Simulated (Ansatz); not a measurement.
Calculated with Ansatz (gas phase, PBE0-D4/def2-TZVP geometries, no zero-point term in ΔE). CCSD(T)/CBS adds triple-zeta CCSD(T) − MP2 to the extrapolated MP2 energy (def2 sets, frozen cores). This one scheme is used for every species. Functionals use def2-TZVPP. B3LYP here is the variant with VWN-RPA as its local correlation; programs differ in this. Each species was taken in one conformer, which may not be the lowest.

Reaction (formal exchange of groups at the Si–N bond): `B[SiH](N)F` + `N[SiH3]` → `B[SiH](F)[SiH2]N` + NH₃

| level | ΔE (kJ/mol) | difference from CCSD(T)/CBS |
| --- | --- | --- |
| PBE-D4 | 51.2 | -23.9 |
| B3LYP-D4 | 70.9 | -4.2 |
| B2PLYP | 80.3 | 5.2 |
| r2SCAN | 67.6 | -7.5 |
| PBE0 | 62.8 | -12.3 |
| HF/def2-TZVPP | 97.9 | 22.8 |
| MP2/def2-TZVPP | 84.1 | 9.0 |
| SCS-MP2/def2-TZVPP | 87.2 | 12.1 |
| HF/def2-QZVPP | 98.8 | 23.7 |
| HF/CBS(def2) | 98.9 | 23.8 |
| CCSD(T)/CBS | 75.1 | 0 |

Largest T1 diagnostic among the species: 0.013.

In def2-TZVPP, CCSD(T) changes the Hartree–Fock value by −21.6 kJ/mol (the triples alone add −3.2 kJ/mol) and MP2 by −13.8 kJ/mol. The D4 term adds −5.3 kJ/mol with B3LYP and −3.4 kJ/mol with PBE0; it sums over pairs of atoms, weighted by their polarisabilities, and B3LYP, whose exchange is more repulsive, gets the larger term.
